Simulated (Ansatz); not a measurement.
`[NH2][GaH][SeH]` + PH₃ → `P[SeH]` + `[NH2][GaH2]` at 298.15 K and 1 bar (ligand exchange at the Se–Ga bond).

Gas-phase electronic energies from Ansatz, PBE0-D4/def2-TZVP geometries. CBS: MP2 limit from def2 TZ/QZ plus the TZ coupled-cluster correction, frozen cores. This one scheme is used for every species. For Ga, Se outer-core shells are correlated without core-valence functions, which leaves a few kJ/mol of doubt a bond. Scalar relativity is left out up to krypton. One conformer a species, not always the lowest.

```csv
species,CCSD(T)/CBS energy (Eh),H − E (kJ/mol),S (J/(mol·K))
`[NH2][GaH][SeH]`,-4381.81164,124.7,333.6
PH₃,-342.72256,73.1,210.2
`P[SeH]`,-2743.44381,80.6,280.3
`[NH2][GaH2]`,-1981.05479,115.2,263.8
```

H − E and S are ideal-gas, rigid-rotor, harmonic terms from PBE0-D4/def2-TZVP, for one conformer and one mirror image of each species. 1 Eh = 2625.50 kJ/mol, R = 8.31446 J/(mol·K).

Question: By hand: ΔE, ΔH, ΔS and ΔG.

Answer: ΔE = (-2743.44381) + (-1981.05479) − (-4381.81164) − (-342.72256) = 0.03560 Eh = 93.5 kJ/mol. Δ(H − E) = 80.6 + 115.2 − 124.7 − 73.1 = -2.0, so ΔH = 91.5 kJ/mol. ΔS = 280.3 + 263.8 − 333.6 − 210.2 = 0.3 J/(mol·K). ΔG = 91.5 − 298.15 × (0.3)/1000 = 91.4 kJ/mol.

Question: By hand: the equilibrium constant, and the temperature at which ΔG would vanish if ΔH and ΔS stayed fixed.

Answer: log₁₀ K = −ΔG/(RT ln 10) = -16.0. ΔG = 0 at ΔH/ΔS = 305000 K, far beyond where these terms or the molecules hold.

The number of gas molecules stays the same, so ΔS is small and ΔH decides. A doubt of 5 kJ/mol in ΔE shifts log₁₀ K by 0.9 here. Other conformers and mirror images would add mixing entropy, several J/(mol·K) or more a flexible species. These are equilibria of isolated gas molecules and say nothing of rates. Largest T1 diagnostic: 0.014 (customary marks: 0.02 for closed shells, 0.045 for open ones).
